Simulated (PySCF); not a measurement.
**Two-component Hartree-Fock for Gd²⁶⁺ (gadolinium, charge +26)**

Start: [Kr] 4d2; 4d3/2 filled at m_j = +1/2, +3/2. Calculated with PySCF 2.14 in an uncontracted even-tempered set (17 s from 2.1 bohr⁻², ratio 2.8; 14 p from 2.7 bohr⁻², ratio 2.8; 9 d from 2.7 bohr⁻², ratio 2.8; 3 f from 10 bohr⁻², ratio 3): generalised Hartree-Fock with the X2C-1e Hamiltonian and a Gaussian nucleus; one run each with spin-orbit coupling (SO) switched off, then screened by Boettger's factors.

```csv
spinor shell,electrons,"ε, spin-free (eV)","ε, screened SO (eV)",weight of nominal j (screened SO),"rms radius, screened SO (bohr)"
1s1/2,2,-51352.7,-51342.8,1.000,0.0249
2s1/2,2,-9314.5,-9311.1,1.000,0.101
2p1/2,2,-8378.6,-8870.1,1.000,0.0864
2p3/2,4,-8378.6,-8167.2,1.000,0.0928
3s1/2,2,-2753.8,-2752.5,1.000,0.259
3p1/2,2,-2458.0,-2562.2,1.000,0.250
3p3/2,4,-2458.0,-2412.1,1.000,0.262
3d3/2,4,-2069.2,-2089.3,1.000,0.234
4s1/2,2,-1142.2,-1141.7,1.000,0.545
4p1/2,2,-1027.6,-1061.3,0.996,0.553
4p3/2,4,-1027.6,-1012.3,0.998,0.578
4d3/2,2,-891.96,-895.80,0.991,0.575
```

Q: Where does 3d5/2 lie, and what is the 3d spin-orbit splitting (screened SO)?

A: At -2054.3 eV, 35.007 eV above 3d3/2.

```csv
quantity,spin-free,screened SO
E (hartree),-10945.84207,-10953.52317
M_J,2,2
⟨J²⟩,8.003,6.063
⟨L²⟩,12.002,10.486
⟨S²⟩,2.000,1.597
```

Each row is a mean over spinors that exchange with the open shell spreads, by up to 13.629 eV (4p1/2).

⟨J²⟩ departs a little from M_J(M_J + 1) because the unrestricted spinors polarise the closed shells.

Breit and QED terms are absent; they matter most for the inner s and p1/2 levels.

Densities and radii are taken from the X2C orbitals without a picture-change correction, which distorts them close to the nucleus.

Without spin-orbit coupling the j labels of p, d and f shells carry no meaning; the spin-free column gives the mean over the occupied spinors of each nl shell, and its ⟨J²⟩ belongs to a mixture of degenerate components.
